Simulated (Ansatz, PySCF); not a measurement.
System: sum formula HBOCl, net charge 1, singlet state. It need not be the lowest isomer of its formula. 
Coordinates optimised at B3LYP-D3(BJ)/def2-TZVP (Ansatz, a program for electronic structure):
SMILES: [OH+]=BCl
```xyz
4

B      0.4089    -0.1784    -0.2336
O      1.4081    -0.5305    -0.8862
Cl    -0.9068     0.3728     0.5404
H      2.1066    -1.2012    -0.9291
```
Charge +1, spin multiplicity 1.

Total electronic energies in hartree. Valence correlation only, unless marked. No spin-orbit coupling. Non-relativistic unless marked X2C. CBS marks a two-point X^-3 extrapolation of the correlation energy; Hartree-Fock from the larger set.

```csv
level,program,energy (Eh)
HF/cc-pV(T+d)Z,Ansatz,-559.47620
SVWN5/def2-TZVPD,Ansatz,[?]
TPSS-D4/def2-TZVPD,PySCF + dftd4,-560.72298
M06-L-D4/def2-TZVPD,PySCF + dftd4,-560.67321
r2SCAN/def2-TZVPD,Ansatz,-560.60478
B97M-V/def2-TZVPD,Ansatz,-560.56000
B3LYP/def2-TZVPD,Ansatz,-560.70637
PBE0-D3(BJ)/def2-TZVPD,Ansatz + dftd3,-560.42248
PBE0-D4/def2-TZVPD,Ansatz + dftd4,-560.42214
TPSSh-D4/def2-TZVPD,PySCF + dftd4,-560.70493
r2SCAN0-D4/def2-TZVPD,Ansatz + dftd4,-560.58687
PW6B95-D3(BJ)/def2-TZVPD,PySCF + dftd3,-561.16554
PW6B95-D4/def2-TZVPD,PySCF + dftd4,-561.16606
PW6B95/def2-TZVPD,PySCF,-561.16446
HSE06/def2-TZVPD,Ansatz,-560.40832
B2PLYP/def2-TZVPD,Ansatz,-560.48867
PBE-QIDH/def2-TZVPD,Ansatz,-560.32008
MP2/6-31G,Ansatz,-559.52135
MP2/cc-pV(D+d)Z,Ansatz,-559.81253
MP2/cc-pVTZ,Ansatz,-559.96870
CCSD(T)/cc-pwCVTZ,Ansatz,-560.02181
X2C-CCSD(T)/cc-pVTZ-DK,Ansatz,-561.47588
"CCSD(T)/CBS(cc-pV(T+d)Z,cc-pV(Q+d)Z)",Ansatz,-560.0922
```

Complete the blanks.


- SVWN5/def2-TZVPD, energy (Eh): -558.39482
